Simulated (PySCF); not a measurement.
5-(5-fluoropyrimidin-2-yl)thiophene-2-carbaldehyde (C9H5FN2OS), SMILES O=Cc1ccc(-c2ncc(F)cn2)s1. Atoms are numbered in the order given.

```xyz
19

O     -1.3559     4.5982     0.0000
C     -0.1894     4.2705     0.0000
C      0.2926     2.8904     0.0000
C      1.6114     2.4609     0.0000
C      1.7241     1.0526     0.0000
C      0.4870     0.4272     0.0000
C      0.2238    -1.0119     0.0000
N      1.2841    -1.8366     0.0000
C      1.0443    -3.1430     0.0000
C     -0.2624    -3.6320     0.0000
F     -0.5030    -4.9421     0.0000
C     -1.3081    -2.7095     0.0000
N     -1.0606    -1.4044     0.0000
S     -0.8264     1.5601     0.0000
H      0.6344     5.0305     0.0000
H      2.4578     3.1501     0.0000
H      2.6558     0.4883     0.0000
H      1.8947    -3.8342     0.0000
H     -2.3503    -3.0480     0.0000
```

Coordinates come from a B3LYP-D3(BJ)/def2-SVP optimisation. The values are those of a single conformer.

Calculation: PySCF with B3LYP/pcSseg-1.

GIAO shieldings, no solvent; atoms listed in one row are averaged. δ = σ(ref) − σ: ¹⁷O against H2O (σ = 333.8 ppm); ¹³C against TMS (σ = 181.3 ppm); ¹⁵N against NH3 (σ = 265.5 ppm); ¹⁹F against CFCl3 (σ = 161.7 ppm); ³³S against H2S (σ = 695.8 ppm); ¹H against TMS (σ = 31.68 ppm), references at their B3LYP-D3(BJ)/def2-TZVP geometries, non-relativistic.

Q: Estimate the chemical shifts. (An estimate is asked for; the answer gives what the named calculation found.)

A: 
```tsv
nucleus	atoms	count	δ (ppm)
¹⁷O	O1	1	654.9
¹³C	C2	1	186.9
¹³C	C10	1	168.1
¹³C	C7	1	166.5
¹³C	C6	1	165.4
¹³C	C3	1	162.0
¹³C	C9, C12	2	153.8
¹³C	C4	1	143.3
¹³C	C5	1	138.4
¹⁵N	N13	1	340.5
¹⁵N	N8	1	338.6
¹⁹F	F11	1	-150.9
³³S	S14	1	465.5
¹H	H15	1	10.15
¹H	H18, H19	2	8.91
¹H	H17	1	8.50
¹H	H16	1	7.69
```
